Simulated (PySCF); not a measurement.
Work out the structure from these simulated measurements.

Formula: C2H2O4S2.

- 13C NMR: chemical shifts (computed TMS as zero) by class: 192.5 (1 C), 94.2 (1 C) ppm [GIAO PBE0/pcSseg-1]
- NMR, other nuclei: isotropic shieldings of nuclei other than C and H, by class: 73 (1 O), 108 (2 O), 127 (1 O), 100 (1 S), 187 (1 S) ppm [GIAO PBE0/pcSseg-1]
- UV, strongest line: among the 8 lowest singlet transitions: S2 at 5.41 eV (229 nm, f = 0.209) [TDDFT CAM-B3LYP/def2-SVPD]
- Dipole: 3.98 D [CAM-B3LYP/def2-SVPD]
- Triplet: lowest triplet excitation (Tamm–Dancoff): 2.64 eV [TDA CAM-B3LYP/def2-SVPD]
- Rotational structure: rotational constants A, B, C: 2.300, 1.510, 1.114 GHz [GFN2-xTB]
- 1H NMR: chemical shifts (computed TMS as zero) by class: 5.99 (2 H) ppm [GIAO PBE0/pcSseg-1]

Electronic properties: PySCF, gas phase, density fitting. Levels stand in brackets. Geometry: GFN2-xTB, one conformer, isolated molecule. Each NMR value is the plain mean over a class of atoms that symmetry, rotation or inversion makes alike.

Problem. Give a SMILES that accounts for the data.

Solution. Numbering: `[O:1]=[S:2]1(=[O:3])[O:4][CH2:5][O:6][C:7]1=[S:8]`. 2 carbons fall into 2 classes; from least to most shielded: thiocarbonyl carbon [C7] (192.5 ppm), sp3 carbon bearing two oxygens [C5] (94.2 ppm). All hydrogens form one class (5.99 ppm): methylene hydrogen. The other shieldings belong to: 73 ppm, oxygen bonded to 2 C [O6]; 108 ppm, sulfonyl oxygen [O1/O3]; 127 ppm, oxygen bonded to C and S [O4]; 100 ppm, thiocarbonyl sulfur [S8]; 187 ppm, sulfonyl sulfur [S2]. The optimised geometry has point group C1 and is an asymmetric top. Structure: `O1COC(=S)S1(=O)=O`. The assignments are read from this structure; whether some other isomer fits the data as well wasn't checked.
